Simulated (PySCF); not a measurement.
**Orbital picture of SbH**

M06-L at R = 1.718 Å; PySCF, spin-free X2C with a Gaussian nucleus, basis sets Sb x2c-TZVPPall, H x2c-TZVPPall. State: ³Σ⁻ (triplet), unpaired electrons π ↑↑. Only the outer orbitals are listed, counted within each symmetry.

```tsv
spin	orbital	occ.	ε (eV)	on Sb (%)	main shells (%)
α	10σ	1	-13.97	88	86 Sb s, 12 H s
α	11σ	1	-7.87	62	49 Sb p, 38 H s, 11 Sb s
α	6π	1	-5.28	99	100 Sb p
α	6π	1	-5.28	99	100 Sb p
α	12σ	0	-0.10	61	48 Sb p, 39 H s, 12 Sb d
α	3δ	0	4.31	100	100 Sb d
α	3δ	0	4.31	100	100 Sb d
β	10σ	1	-12.80	81	79 Sb s, 18 H s
β	11σ	1	-7.41	63	45 Sb p, 36 H s, 16 Sb s
β	6π	0	-3.92	100	100 Sb p
β	6π	0	-3.92	100	100 Sb p
β	12σ	0	0.22	64	52 Sb p, 36 H s, 10 Sb d
```

**Question.** Which are the highest filled and the lowest empty level, where do they sit, and how wide is the gap?

**Answer.** Highest filled α 6π at -5.28 eV (in %: 100 Sb p); lowest empty β 6π at -3.92 eV (in %: 100 Sb p); the gap at M06-L is 1.36 eV. Both belong to one degenerate shell, split only by its one-sided filling, so this is no excitation gap.

```
bond order (Mayer)                              : 1.00
⟨S²⟩                                            : 2.003
charge on Sb (Mulliken, basis-dependent)        : 0.08
charge on Sb (Löwdin, basis-dependent)          : 0.24
dipole moment (positive dipole means Sb(−)H(+)) : -0.21 D
```

Spin–orbit coupling is left out. The state was picked by a PBE0 search and need not be the measured ground state.
